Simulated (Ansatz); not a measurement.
Gas-phase reaction R1 → P1 + P2, each structure at its B3LYP-D3(BJ)/def2-TZVP stationary point, reached from a drawn start (curvature not checked).
R1, CH4O (SMILES CO) (charge 0, multiplicity 1):
```csv
atom,x (Å),y (Å),z (Å)
C,-0.3622,0.0084,0.0180
O,0.9197,-0.4412,-0.3981
H,-0.5059,-0.0948,1.0994
H,-1.0951,-0.6196,-0.4866
H,-0.5473,1.0505,-0.2657
H,1.5907,0.0970,0.0330
```
P1, CH3O (SMILES C[O]) (charge 0, multiplicity 2):
```xyz
5

C     -0.0398     0.0137    -0.0357
O      1.3000    -0.2243    -0.1033
H     -0.3092    -0.1290     1.0298
H     -0.3110     1.0491    -0.2857
H     -0.6402    -0.7096    -0.6052
```
P2: H atom, charge 0, multiplicity 2.

P less R. No zero-point or thermal terms; singlets are restricted closed shells; open shells are unrestricted.

Frozen-core correlation throughout. CBS(a, b) extrapolates the correlation energy as X⁻³ and adds the Hartree–Fock energy of set b.

Codes used: Ansatz (Gaussian basis) for Hartree–Fock, density functionals and correlated methods. No computed number here is a measurement.

Task: One of these levels gives 118.50 kcal/mol for the reaction energy. Which?
A) MP2/CBS(cc-pVTZ, cc-pVQZ)
B) HF/cc-pVDZ
C) BLYP/def2-TZVPP

Result: A, MP2/CBS(cc-pVTZ, cc-pVQZ). The others give 75.46 (HF/cc-pVDZ), 105.75 (BLYP/def2-TZVPP)

Ansatz is a first-principles code.
